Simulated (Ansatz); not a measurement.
Ansatz results at the PBE0-D4/def2-TZVP geometry: size of the dipole moment (PBE/def2-TZVPP) 1.73 D; size of the dipole moment (B3LYP/def2-TZVPP) 1.69 D; size of the dipole moment (ωB97M-V/def2-TZVPP) 1.71 D.

Each molecule was computed in one conformer, which needn't be the lowest.

**Question.** Which molecule gave them?
A. `O[B]S`•
B. `[NH][SiH](N)Cl`•
C. `[AlH][Br]`•
D. `[CH3][In][SH]`•

**Answer.** A. The others give `[AlH][Br]`•: 1.33, 1.54, 1.72; `[CH3][In][SH]`•: 2.33, 2.43, 2.42; `[NH][SiH](N)Cl`•: 2.97, 2.86, 2.82.

B3LYP here is the variant with VWN-RPA as its local correlation; programs differ in this.
